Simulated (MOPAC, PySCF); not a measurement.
C3H6O, SMILES `C/C=C/O` (C–C–O–H torsion 180°), neutral singlet in the gas phase. 

Z-matrix (Å, degrees):
```
C
C 1 1.3258
O 2 1.3715 1 122.28
H 3 0.9609 2 109.64 1 -180.00
H 1 1.0854 2 118.25 3 0.00
H 2 1.0865 1 121.84 5 -180.00
C 1 1.4964 5 118.14 2 -180.00
H 7 1.0918 1 111.42 5 180.00
H 7 1.0940 8 107.73 1 122.57
H 7 1.0940 8 107.73 9 114.86
```
Charge 0, spin multiplicity 1.

All levels are single points at this geometry (B3LYP-D3(BJ)/def2-TZVP); Pople sets use spherical d functions. Orbital energies aren't observables, and empty levels follow the basis.

```
level                            HOMO (eV)  LUMO (eV)  gap (eV)  dipole (D)  vertical IE, Delta-SCF (eV)
-------------------------------  ---------  ---------  --------  ----------  ---------------------------
B3LYP-D3(BJ)/def2-TZVP in PySCF      -6.11       0.59      6.70        1.69                            –
B3LYP/3-21G in PySCF                 -5.58       1.56      7.14        1.92                            –
M06-2X/6-31G* in PySCF               -7.28       2.57      9.85        1.78                            –
SVWN5/6-31G* in PySCF                -4.79       0.46      5.25        1.73                         8.43
HF/3-21G in PySCF                    -8.80       5.73     14.54        2.11                            –
HF/STO-3G in PySCF                   -7.02       9.14     16.16        1.60                            –
AM1 in MOPAC                         -9.27       1.40     10.67        1.71                            –
PM6 in MOPAC                         -9.20       1.25     10.44        1.94                            –
PM7 in MOPAC                         -9.33       1.20     10.53        1.91                            –
```
